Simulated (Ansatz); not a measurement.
Isolated molecules relaxed with PBE0-D4/def2-TZVP in Ansatz; ΔE leaves out vibrations. CBS: MP2 limit from def2 TZ/QZ plus the TZ coupled-cluster correction, frozen cores. Functionals use def2-TZVPP. B3LYP here is the variant with VWN-RPA as its local correlation; programs differ in this. HSE06 is defined as in plane-wave codes. def2 core potentials past Kr. For Ag, I outer-core shells are correlated without core-valence functions, which leaves a few kJ/mol of doubt a bond.

`[AgH]` + `F[Si](Cl)(Cl)I` → `[Ag][I]` + `F[SiH](Cl)Cl`  (redistribution)

| level | ΔE (kJ/mol) | difference from CCSD(T)/CBS |
| --- | --- | --- |
| B3LYP-D4 | -86.9 | 11.4 |
| CAM-B3LYP-D4 | -95.5 | 2.8 |
| PBE | -74.4 | 23.9 |
| B3LYP | -98.0 | 0.3 |
| r2SCANh | -88.2 | 10.1 |
| HSE06 | -93.8 | 4.5 |
| CAM-B3LYP | -102.0 | -3.7 |
| HF/def2-TZVPP | -163.2 | -64.9 |
| MP2/def2-TZVPP | -89.0 | 9.3 |
| MP2/def2-QZVPP | -91.7 | 6.6 |
| CCSD(T)/CBS | -98.3 | 0 |

Largest T1 diagnostic among the species: 0.026, so the coupled-cluster value is less sure than usual.

In def2-TZVPP, CCSD(T) changes the Hartree–Fock value by +69.7 kJ/mol (the triples alone add +9.5 kJ/mol) and MP2 by +74.2 kJ/mol. From PBE to PBE0 (25 % exact exchange), in def2-TZVPP and without D4, ΔE moves by −19.5 kJ/mol.
